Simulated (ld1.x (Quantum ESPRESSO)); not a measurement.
An all-electron radial function and its pseudo partner (Zn (Z = 30))

Columns: radius, all-electron u(r) and pseudo u(r) of the 3d shell (level -10.14 eV) of zinc in the configuration [Ar] 3d10 4s2 4p0; PBE, scalar-relativistic, TM scheme, ld1.x (Quantum ESPRESSO) 7.5.

```tsv
r (bohr)	all-electron	pseudo
0.148	0.2682	0.0895
0.295	0.7321	0.5092
0.443	0.9846	0.9867
0.590	1.0346	1.1348
0.738	0.9771	1.0297
0.885	0.8793	0.8874
1.033	0.7727	0.7727
1.180	0.6723	0.6723
1.328	0.5815	0.5815
1.475	0.5028	0.5028
1.623	0.4342	0.4342
1.770	0.3757	0.3757
1.918	0.3252	0.3252
2.065	0.2821	0.2821
2.213	0.2448	0.2448
2.360	0.2128	0.2128
2.508	0.1851	0.1851
2.655	0.1612	0.1612
2.802	0.1405	0.1405
2.950	0.1224	0.1224
3.098	0.1067	0.1067
3.245	0.0932	0.0932
3.393	0.0813	0.0813
3.540	0.0710	0.0710
3.688	0.0620	0.0620
3.835	0.0542	0.0542
```

(1) How many radial nodes do the two functions have?

(2) At about which radius was the pseudo-wave matched?

(3) Is the pseudo-wave norm-conserving?

Results:

(1) The all-electron 3d function has n − l − 1 = 0; the pseudo-wave has 0.

(2) 1.10 bohr, where the columns begin to agree (steps of 0.15 bohr).

(3) Yes: the TM scheme keeps the norm inside the radius equal to the all-electron one, which fixes the energy derivative of the logarithmic derivative at the level.
